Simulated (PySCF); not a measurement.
Electronic absorption of [InBr4]-

Species: [InBr4]- (charge -1).
SMILES: `[Br][In-]([Br])([Br])[Br]`

Theory: TDDFT B3LYP/def2-SVPD, vertical, gas phase, core orbitals frozen in the response, def2 core potentials past Kr (PySCF). Isolated species at its PBE0-D3(BJ)/def2-SVP geometry, gas phase. Spin–orbit coupling is left out. The geometry's basis has no diffuse functions, a weakness for an anion.

What does the calculation give for the low-lying excited states?

```tsv
state	E (eV)	ν̃ (cm⁻¹)	f	main configurations (H = HOMO, L = LUMO)
S1	4.36	35190	0.0001	H→L (99%)
S2	4.39	35450	0.0007	H-1→L (98%)
S3	4.40	35520	0.0009	H-2→L (98%)
S4	4.72	38040	0.097	H-3→L (94%)
S5	4.73	38110	0.100	H-4→L (94%)
S6	4.73	38190	0.0015	H-6→L (98%)
S7	4.74	38260	0.0039	H-7→L (95%)
S8	4.75	38330	0.100	H-5→L (91%)
S9	6.14	49490	0.139	H-8→L (85%)
```

Triplets, Tamm–Dancoff:

| state | E (eV) | λ (nm) | main configurations (H = HOMO, L = LUMO) |
| --- | --- | --- | --- |
| T1 | 4.15 | 298.9 | H→L (98%) |
| T2 | 4.17 | 297.1 | H-1→L (97%) |
| T3 | 4.18 | 296.6 | H-2→L (97%) |

The lowest singlet comes at 284 nm (421 kJ/mol) in the ultraviolet; it is dark (f under 0.0005); its leading configuration is HOMO→LUMO (99%). The strongest level in the table is S4/S5 at 4.72 eV (263 nm, f = 0.197 summed). S2/S3 and S4/S5/S6/S7/S8 lie within about 0.01 eV of each other in each set. Löwdin shares by element: HOMO bromine 100% or more; LUMO bromine 53% or more, indium 31% (atoms not listed hold the other 17%). Orbital energies (eV): HOMO-3 -4.32, HOMO-2 -4.13, HOMO-1 -4.12, HOMO -4.08, LUMO 1.17, LUMO+1 3.00, LUMO+2 3.32. Weighted by f, the mean energy of these states is 5.17 eV. No computed singlet lies in the visible range (380 to 750 nm); the lowest, at 284 nm, stands 1.10 eV above its violet end (3.26 eV). No detachment energy is given for this anion; states above it aren't bound, and a finite basis only mimics them. Orbitals of the list HOMO-3 to LUMO+2 that lie within 0.01 eV of each other are written together with a slash and their weights summed (≥ marks a lower bound); for degenerate orbitals outside that list single weights are arbitrary. Singlets were solved by full linear response, triplets in the Tamm–Dancoff approximation. The highest level found (6.15 eV, f 0.145 so far) is left out, since the window may have cut off a degenerate partner.

Time: 85 s wall (with the writing of density and orbital grids); peak memory 0.77 GiB. Hardware: one thread, Arm Neoverse V1 (aarch64) (shared host).
